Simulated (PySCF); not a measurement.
# Electron correlation in Br(2+) (bromine, charge +2)

[Ar] 3d10 4s1 4p4, high-spin 4P determinant (an excited configuration). Computed with PySCF 2.14 in x2c-TZVPPall (6s5p4d1f, 48 functions), with the spin-free X2C one-electron Hamiltonian (Gaussian nucleus). Frozen: [Ar] 3d10; 5 electrons correlated.

| level | correlation energy (mhartree) |
| --- | --- |
| CCSD | -112.67 |
| (T) | -5.87 |
| CCSD(T) | -118.54 |

Diagnostics: T1 = 0.012, D1 = 0.0278, largest double amplitude 0.207.

Problem. Is a single reference adequate?

Solution. Not fully. A double-excitation amplitude exceeds 0.15, a sign of near-degeneracy.
